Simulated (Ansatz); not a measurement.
The cluster CoPt2⁺. Charge 1, multiplicity 3. Geometry PBE0-D4/def2-TZVP, that of the neutral doublet; atoms count from 1.

```xyz
3

Pt   -0.4790   -0.7788   -1.0874
Pt    0.0035    1.4201   -0.0408
Co    0.4755   -0.6413    1.1282
```

In the def2 sets Pt takes a core potential; there is no spin–orbit coupling. The charge 1 triplet is spin-contaminated (final ⟨S²⟩ up to 3.03, 2.00 for a pure state). The structure comes from a short search, and lower isomers may exist.

(1) Estimate the Mulliken populations from the PBE0/def2-TZVP orbitals of Ansatz.

(2) Where does the spin sit?

(3) And the Mayer bond orders between bonded heavy atoms (over 0.3)?

## Answers

(1) 
```
atom  charge (e)  spin (α − β)  d electrons
 Pt1        0.26          0.17         8.85
 Pt2        0.26          0.17         8.85
 Co3        0.49          1.65         7.68
```
Mulliken values and Mayer orders depend strongly on the basis.

(2) Summed by element: Pt 0.35, Co 1.65, of 2 unpaired in all. Largest on single atoms: Co3 1.65, Pt1 0.17, Pt2 0.17.

(3) Pt1–Pt2 1.39 (2.48 Å); Pt1–Co3 0.89 (2.42 Å); Pt2–Co3 0.89 (2.42 Å).
